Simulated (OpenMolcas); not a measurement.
**Si2+: effect of the level shift or regulariser**

```json
{"Program": "OpenMolcas 26.06", "Basis": "ANO-RCC-VTZP [5s4p2d1f]", "Scalar Hamiltonian": "DKH2, point nucleus", "Active space": "2 electrons in 4 orbitals (3s 3p)", "State averaging": "2S+1 = 3 even, 3 roots; 2S+1 = 1 even, 7 roots; 2S+1 = 3 odd, 3 roots; 2S+1 = 1 odd, 3 roots", "Spin-orbit coupling": "RASSI with atomic mean-field integrals over the reference wave functions, term energies averaged over their components"}
```

Methods on the same reference wave functions:
A. CASSCF
B. MS-CASPT2, IPEA 0.25 Eh, imaginary shift 0.1 Eh (closed shells correlated: 2s 2p)
C. MS-CASPT2, IPEA 0.25 Eh, real shift 0.2 Eh (closed shells correlated: 2s 2p)

Energies in cm⁻¹ above 3s² ¹S₀, the measured ground level; measured values from NIST levels in Kelleher and Podobedova, J. Phys. Chem. Ref. Data 37, 1285 (2008).

```json
{"Level": "3s² ¹S₀", "A": "0.0", "B": "0.0", "C": "0.0", "Measured": "0.0"}
{"Level": "3s 3p ³P°₀", "A": "51662", "B": "51986", "C": "51988", "Measured": "52725"}
{"Level": "3s 3p ³P°₁", "A": "51770", "B": "52093", "C": "52095", "Measured": "52853"}
{"Level": "3s 3p ³P°₂", "A": "51985", "B": "52309", "C": "52311", "Measured": "53115"}
{"Level": "3s 3p ¹P°₁", "A": "92693", "B": "85438", "C": "85585", "Measured": "82884"}
{"Level": "3p² ³P₀", "A": "129455", "B": "129580", "C": "129578", "Measured": "129708"}
{"Level": "3p² ³P₁", "A": "129562", "B": "129687", "C": "129686", "Measured": "129842"}
{"Level": "3p² ³P₂", "A": "129768", "B": "129861", "C": "129878", "Measured": "130101"}
{"Level": "3p² ¹D₂", "A": "140725", "B": "130512", "C": "131244", "Measured": "122215"}
{"Level": "3p² ¹S₀", "A": "165368", "B": "154886", "C": "155104", "Measured": "153444"}
```

Deviations, from unrounded energies. A percentage is the sum of absolute deviations over the sum of measured energies, with the sign that they share, or ± where signs differ.

```csv
Against measurement,Levels,A,B,C
mean absolute deviation (cm-1),9,4900,1700,1800
other configurations (%),9,±4.9,±1.7,±1.8
```

B lies closest to measurement on these levels and A furthest from it. The largest miss of B in the table is 3p² ¹D₂, by +8300 cm-1. The ranking rests on the paired levels alone, and a cruder setting can come out closer through cancelling errors.

Between B and C the level of the table that moves most is 3p² ¹D₂, by 730 cm-1 (lowest in B, highest in C).

The lowest spin-free term lies below A's lowest term by 0.025 hartree in B, 0.025 hartree in C.

Over all roots computed the reference weight is 0.92 to 1.00 in B; the roots of lowest weight are the least certain, and an intruder state may touch them. The ¹D term of p² mixes with s d, which this space lacks. Some levels mix across a computed gap that differs much from the measured one, so their mixing is not that of the real levels (holds for B). Measured partners are found by configuration, term and J. A level has none where our copy of the source lacks it or the pairing is in doubt (some pairs that miss far off the trend of their configuration count as doubtful), and it then counts in no deviation. Only configurations of the active space appear.

° marks odd parity.
